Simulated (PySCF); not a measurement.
# A survey of 19F NMR shifts

- NMR shieldings at PBE0/pcSseg-1/GIAO
- structure optimised with GFN2-xTB
- run in PySCF
- non-relativistic Hamiltonian, no solvent model, averaged over atoms made equivalent by symmetry, fast rotation or ring inversion, single conformer

Shieldings were converted by a linear fit to measured shifts: 19F: δ = 146.13 − 0.903σ +14.6 on sp3 carbon (rms 6.0 ppm, 223 shifts, 7.0 ppm with the 5 outliers that the fit left out vs CFCl3, solution or neat liquid). A few per cent of atoms miss by over 2 rms, more outside the fitted compound classes.

Q: Give the 19F shifts of `FC(F)=C(F)P1CC1`, `Cc1c(F)cpcc1C#N`.

A: 
| compound | environment | δ (ppm) |
| --- | --- | --- |
| [F:1][C:2]([F:3])=[C:4]([F:5])[P:6]1[CH2:7][CH2:8]1 | F1: vinylic fluorine | -81.7 |
| [F:1][C:2]([F:3])=[C:4]([F:5])[P:6]1[CH2:7][CH2:8]1 | F3: vinylic fluorine | -122.1 |
| [F:1][C:2]([F:3])=[C:4]([F:5])[P:6]1[CH2:7][CH2:8]1 | F5: vinylic fluorine | -204.4 |
| Cc1c(F)cpcc1C#N | aryl fluorine | -88.5 |

Q: Match the shifts -90.7, -157.6, -192.1, -269.4 ppm to `Fc1cnn[nH]1`, `O=C(Cl)/C(F)=C/[SiH3]`, `CS/C=C(\C)C[SiH2]CF`, `CC(C)[C@@H](C)[C@@H](F)C(=O)Cl`.

A: -90.7: O=C(Cl)/C(F)=C/[SiH3] (vinylic fluorine); -157.6: Fc1cnn[nH]1 (aryl fluorine); -192.1: CC(C)[C@@H](C)[C@@H](F)C(=O)Cl (fluorine on an sp3 carbon); -269.4: CS/C=C(\C)C[SiH2]CF (fluorine on an sp3 carbon).
